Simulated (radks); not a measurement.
All-electron atom: B IV in [He]. All-electron calculation, scalar-relativistic Kohn-Sham, LB94 model potential, spin-polarised, spherical densities, finite nucleus; Fermi nuclear charge, rms radius 2.406 fm. Program: a radial shooting solver on a logarithmic mesh with Libxc functionals. Some entries of the table are withheld. Estimate them.

orbital  occ.  eigenvalue (eV)  r(max) (bohr)  <r> (bohr)
1s          2              (1)            (2)      0.3264
2s          0         -54.6048          1.219         (3)
2p          0              (4)          1.001       1.263

Answer. 
(1) 1s eigenvalue (eV): -251.6234
(2) 1s r(max) (bohr): 0.2110
(3) 2s <r> (bohr): 1.425
(4) 2p eigenvalue (eV): -50.8059
